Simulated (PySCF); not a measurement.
Simulation results for AlB₂H₄O, B₂H₅O, CH₆BOSi, BH₄OSi

All values are calculated (PySCF 2.14.0). Calculation on a computer-drawn molecule: the log of a Hartree-Fock and frozen-core CCSD(T) single point meant for a local Hartree-Fock minimum, with one planted fault or none, to be diagnosed. Offsets are logged minus clean, where the clean run is the same molecule without the fault. The reference is restricted for singlets and unrestricted otherwise, and also for a bond in bohr or an excited solution. Adding or removing an electron swaps singlet and doublet. The excited solution moves the top pair (singlet) or top alpha electron (doublet) to the lowest empty orbital. Highest occupied and lowest empty are orbital energies over both spins, largest force is the largest gradient component, triples share is (T) over the correlation energy, the T1 limit is 0.02 restricted and 0.045 unrestricted, electrons count all cores, a negative frequency is imaginary (commonest isotopes), and the dipole is about the centre of nuclear charge.

Common to all runs: logged SCF converged yes; logged CC converged yes; logged SCF stable within its kind yes; possible faults no fault, one electron removed, one electron added, multiplicity raised by two, geometry at a saddle point, SCF held on an excited solution, minimal basis STO-3G, one bond length entered in bohr, all coordinates scaled.

```yaml
- entry: 1
  formula: AlB2H4O
  logged_structure:
    atoms_angstrom:
      - [B, 2.3688, -0.0141, 0.0]
      - [O, 0.9319, -0.0054, 0.0]
      - [B, -0.2998, 0.002, 0.0]
      - [Al, -2.5424, 0.0152, 0.0]
      - [H, 2.8803, 1.0518, 0.0]
      - [H, 2.8673, -1.0862, 0.0]
      - [H, -3.1114, -1.4298, 0.0]
      - [H, -3.0946, 1.4666, 0.0]
  given:
    meant_charge: 1
    meant_multiplicity: 1
    meant_basis: "cc-pV(D+d)Z"
    logged_electrons: 34
    logged_basis_functions: 85
    logged_spin_squared: 0.0
    "logged_highest_occupied [eV]": -16.84
    "logged_lowest_empty [eV]": -4.5704
    "logged_largest_force [hartree/bohr]": 3.6123e-05
    "logged_lowest_frequency [cm^-1]": -53.303
    logged_T1_diagnostic: 0.015388
    logged_D1_diagnostic: 0.044521
    logged_triples_share: 0.025563
    "logged_dipole_magnitude [debye]": 0.57788
    "logged_energy_HF [hartree]": -368.28397
    "logged_energy_CCSD(T) [hartree]": -368.71368
    drawn_bonds_atom: [1, 2, 3, 1, 1, 4, 4]
    drawn_bonds_other_atom: [2, 3, 4, 5, 6, 7, 8]
    drawn_bonds_order: [1, 1, 1, 1, 1, 1, 1]
  results:
    planted_fault: "geometry at a saddle point"
    "HF_energy_offset_from_clean_run [kcal/mol]": 0.1742
    "CCSD(T)_energy_offset_from_clean_run [kcal/mol]": 0.2549
- entry: 2
  formula: B2H5O
  logged_structure:
    atoms_angstrom:
      - [B, -2.0219, -0.4478, -1.2454]
      - [O, -1.9787, 0.2919, -2.3182]
      - [B, -1.8051, -0.1484, -3.7812]
      - [H, -1.9239, -1.6643, -1.2615]
      - [H, -2.1681, 0.0844, -0.1486]
      - [H, -1.7014, -1.3853, -3.8467]
      - [H, -0.7808, 0.3936, -4.2304]
      - [H, -3.6831, 0.5752, -4.9921]
  given:
    meant_charge: -1
    meant_multiplicity: 1
    meant_basis: aug-cc-pVDZ
    logged_electrons: 24
    logged_basis_functions: 114
    logged_spin_squared: 0.0
    "logged_highest_occupied [eV]": -3.1096
    "logged_lowest_empty [eV]": 3.5045
    "logged_largest_force [hartree/bohr]": 0.047732
    logged_T1_diagnostic: 0.025629
    logged_D1_diagnostic: 0.088233
    logged_triples_share: 0.032564
    "logged_dipole_magnitude [debye]": 8.1662
    "logged_energy_HF [hartree]": -127.11919
    "logged_energy_CCSD(T) [hartree]": -127.59016
    drawn_bonds_atom: [1, 2, 1, 1, 3, 3, 3]
    drawn_bonds_other_atom: [2, 3, 4, 5, 6, 7, 8]
    drawn_bonds_order: [1, 1, 1, 1, 1, 1, 1]
  results:
    planted_fault: "one bond length entered in bohr, row 7 of the drawn bonds"
    "HF_energy_offset_from_clean_run [kcal/mol]": 55.92
    "CCSD(T)_energy_offset_from_clean_run [kcal/mol]": 55.02
- entry: 3
  formula: CH6BOSi
  logged_structure:
    atoms_angstrom:
      - [B, -2.2638, -1.86, -2.5959]
      - [O, -1.7122, -1.7896, -1.365]
      - [C, -0.6573, -0.9768, -1.0471]
      - [Si, -0.0254, -1.0164, 0.7033]
      - [H, -1.831, -1.1847, -3.4915]
      - [H, -3.1828, -2.6129, -2.7381]
      - [H, -0.2727, -0.3718, -1.863]
      - [H, 0.4507, -2.3719, 1.0631]
      - [H, -1.0896, -0.6284, 1.6573]
      - [H, 1.0968, -0.0548, 0.7883]
  given:
    meant_charge: 0
    meant_multiplicity: 2
    meant_basis: "cc-pV(D+d)Z"
    logged_electrons: 39
    logged_basis_functions: 95
    logged_spin_squared: 0.7616
    "logged_highest_occupied [eV]": -9.452
    "logged_lowest_empty [eV]": 2.4236
    "logged_largest_force [hartree/bohr]": 2.5868e-05
    "logged_lowest_frequency [cm^-1]": 81.953
    logged_T1_diagnostic: 0.018011
    logged_D1_diagnostic: 0.082743
    logged_triples_share: 0.02593
    "logged_dipole_magnitude [debye]": 1.0627
    "logged_energy_HF [hartree]": -429.83065
    "logged_energy_CCSD(T) [hartree]": -430.38446
    drawn_bonds_atom: [1, 2, 3, 1, 1, 3, 4, 4, 4]
    drawn_bonds_other_atom: [2, 3, 4, 5, 6, 7, 8, 9, 10]
    drawn_bonds_order: [1, 1, 1, 1, 1, 1, 1, 1, 1]
  results:
    planted_fault: "no fault"
    "HF_energy_offset_from_clean_run [kcal/mol]": 0.0
    "CCSD(T)_energy_offset_from_clean_run [kcal/mol]": 0.0
- entry: 4
  formula: BH4OSi
  logged_structure:
    atoms_angstrom:
      - [B, -1.3051, -0.7512, -2.8399]
      - [O, -0.9706, -0.7303, -1.5962]
      - [Si, -0.6017, -0.7129, -0.2338]
      - [H, -2.2214, -1.2749, -3.0808]
      - [H, -0.6372, -0.2435, -3.5241]
      - [H, -1.0401, 0.2859, 0.5242]
      - [H, 0.1661, -1.6958, 0.2231]
  given:
    meant_charge: 1
    meant_multiplicity: 1
    meant_basis: "cc-pV(D+d)Z"
    logged_electrons: 30
    logged_basis_functions: 71
    logged_spin_squared: 0.0
    "logged_highest_occupied [eV]": -18.377
    "logged_lowest_empty [eV]": -4.8929
    "logged_largest_force [hartree/bohr]": 0.13071
    logged_T1_diagnostic: 0.014335
    logged_D1_diagnostic: 0.045326
    logged_triples_share: 0.019753
    "logged_dipole_magnitude [debye]": 2.9364
    "logged_energy_HF [hartree]": -390.5236
    "logged_energy_CCSD(T) [hartree]": -390.89609
    drawn_bonds_atom: [1, 2, 1, 1, 3, 3]
    drawn_bonds_other_atom: [2, 3, 4, 5, 6, 7]
    drawn_bonds_order: [1, 1, 1, 1, 1, 1]
  results:
    planted_fault: "all coordinates scaled, by -8.7 %"
    "HF_energy_offset_from_clean_run [kcal/mol]": 40.26
    "CCSD(T)_energy_offset_from_clean_run [kcal/mol]": 47.59
```
